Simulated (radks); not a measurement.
The beryllium ion Be2+, [He]. Method: non-relativistic Kohn-Sham, PBE, spin-polarised, spherical densities, point nucleus; computed with a radial shooting solver on a logarithmic mesh with Libxc functionals. Every spin shell is full or empty, so the densities are truly spherical. Functionals are evaluated on that one density, not self-consistently. Rank these orbital-free kinetic functionals by their error against the exact value of the orbitals, and give that value: Thomas-Fermi, von Weizsacker, TF + vW, TF + vW/9, TF + vW/5, LC94, APBEK, Perdew 92, Thakkar, Pearson, LKT, PG1, DePristo-Kress, Ernzerhof.

Answer. Exact: 13.5758 hartree. From best to worst, with 100 (|E| - |E exact|)/|E exact| (equal figures are ties): von Weizsacker 0.00, APBEK +1.15, LC94 +1.26, Thakkar +1.51, DePristo-Kress +1.67, TF + vW/9 +1.68, Perdew 92 +1.70, Pearson -3.26, Ernzerhof +5.30, Thomas-Fermi -9.43, TF + vW/5 +10.57, PG1 +53.65, LKT +61.13, TF + vW +90.57.
